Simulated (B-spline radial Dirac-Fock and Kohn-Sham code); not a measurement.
Level of theory: Dirac-Fock (average of configuration) total-energy differences with a finite nucleus, the Breit interaction including its frequency dependence, and self-energy and vacuum-polarisation corrections; an atomic code on a B-spline grid. Electron correlation is not included.

Q: Identify the element and charge state from the binding energies below (tabulated ground configuration; the least bound level is included).

| level | binding energy (eV) |
| --- | --- |
| K | 90705.0 |
| L1 | 16576.5 |
| L2 | 15894.6 |
| M5 | 2762.0 |
| N2 | 991.3 |
| N4 | 645.7 |
| O4,5 | 184.2 |

A: Bi¹⁰⁺: Z = 83 with 73 electrons, [Xe] 4f14 5d5. The hydrogen-like estimate √(E/Ry) = 81.6 for the K level lies 1.4 below Z (screening lowers it, relativity raises it); the outermost level, at 184.2 eV, fixes the charge.

Values without a named source are computed, but for edge energies of neutral atoms, which are taken from tables.
